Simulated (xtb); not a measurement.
BH, SMILES [BH] (connectivity only; charge and spin as stated), neutral, multiplicity 1. All values are semi-empirical tight-binding results from xtb (GFN2-xTB unless named), good for trends rather than for accurate numbers. The structure is a stationary point at GFN2-xTB.

- point group as xtb finds it = C∞v
- orbital gap = 1.47 eV
- dipole moment = 1.63 D
- static polarisability (D4 model) = 20.6 bohr³
- solvation energy, GFN2-xTB/ALPB(water) = -2.0 kcal/mol
- solvation energy, GFN2-xTB/ALPB(ether) = -2.6 kcal/mol

Computed IR lines (harmonic; lines under 4 % of the strongest left out, lines within 3 cm⁻¹ merged):
ν (cm⁻¹): 2719 (vs) (against the strongest line: vs over 80 %, s over 45 %, m over 15 %, w over 4 %, vw less)
